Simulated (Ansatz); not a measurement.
The lowest singlet and triplet of OSi (SMILES O=[Si]); geometries from B3LYP-D3(BJ)/def2-TZVP, each state relaxed from the structure named, with no frequency check.
Singlet at the triplet's geometry (charge 0, multiplicity 1):
```csv
atom,x (Å),y (Å),z (Å)
O,0.0000,0.0000,-1.0016
Si,0.0000,0.0000,0.5723
```

```json
[
 {"level": "U-HF/cc-pV(D+d)Z", "gap E(singlet) − E(triplet), vertical, at the triplet's geometry (kcal/mol)": "-57.94", "cost": "-"},
 {"level": "R-HF/cc-pV(T+d)Z", "gap E(singlet) − E(triplet), vertical, at the triplet's geometry (kcal/mol)": "-56.56", "cost": "-"},
 {"level": "R-BHLYP/def2-TZVPP", "gap E(singlet) − E(triplet), vertical, at the triplet's geometry (kcal/mol)": "-86.94", "cost": "×0.7"},
 {"level": "U-B2PLYP/def2-TZVPP", "gap E(singlet) − E(triplet), vertical, at the triplet's geometry (kcal/mol)": "-104.51", "cost": "×2"},
 {"level": "R-MP2/cc-pV(D+d)Z", "gap E(singlet) − E(triplet), vertical, at the triplet's geometry (kcal/mol)": "-112.77", "cost": "-"},
 {"level": "R-SCS-MP2/cc-pV(T+d)Z", "gap E(singlet) − E(triplet), vertical, at the triplet's geometry (kcal/mol)": "-109.96", "cost": "-"},
 {"level": "U-CCSD/cc-pV(D+d)Z", "gap E(singlet) − E(triplet), vertical, at the triplet's geometry (kcal/mol)": "-97.62", "cost": "-"},
 {"level": "U-CCSD(T)/cc-pV(Q+d)Z", "gap E(singlet) − E(triplet), vertical, at the triplet's geometry (kcal/mol)": "-103.61", "cost": "×8"},
 {"level": "R-CCSDT(Q)/cc-pV(D+d)Z", "gap E(singlet) − E(triplet), vertical, at the triplet's geometry (kcal/mol)": "-98.87", "cost": "×3"},
 {"level": "SA-CASSCF(10,8)/cc-pV(T+d)Z", "gap E(singlet) − E(triplet), vertical, at the triplet's geometry (kcal/mol)": "-95.34", "cost": "-"},
 {"level": "SC-NEVPT2 on SA-CASSCF(10,8)/cc-pV(T+d)Z", "gap E(singlet) − E(triplet), vertical, at the triplet's geometry (kcal/mol)": "-93.10", "cost": "-"},
 {"level": "FIC-NEVPT4(SD) on SA-CASSCF(10,8)/cc-pV(T+d)Z", "gap E(singlet) − E(triplet), vertical, at the triplet's geometry (kcal/mol)": "-93.60", "cost": "-"},
 {"level": "FIC-NEVPT4(SD) on SA-CASSCF(10,8)/cc-pV(Q+d)Z", "gap E(singlet) − E(triplet), vertical, at the triplet's geometry (kcal/mol)": "-93.18", "cost": "-"},
 {"level": "FIC-MRCISD+Q on SA-CASSCF(10,8)/cc-pV(Q+d)Z", "gap E(singlet) − E(triplet), vertical, at the triplet's geometry (kcal/mol)": "-94.03", "cost": "-"}
]
```

The rows run from -112.77 (R-MP2/cc-pV(D+d)Z) to -56.56 kcal/mol (R-HF/cc-pV(T+d)Z).

A positive gap puts the triplet lower; no zero-point energy. R- takes a restricted singlet. U- takes an unrestricted singlet (broken symmetry where lower, unprojected). The triplet is unrestricted in single-reference levels. Active spaces average the two states. CCSD(T) and the multireference levels part by over 6 kcal/mol here: they may describe different states of a spin, or one family misses.

Cores are frozen in the correlated methods.

Doubts at one or more of the structures used: other coupled-cluster roots lie near (R-CCSDT(Q)/cc-pV(D+d)Z).

Run with Ansatz (a quantum-chemistry and plane-wave program) with Gaussian orbitals. Values without a source in brackets are computed.

Costs are rough ratios of core time to R-PBE/def2-TZVPP (about 5 s over the structures, on one shared machine); a dash marks a level with no comparable run of its own.
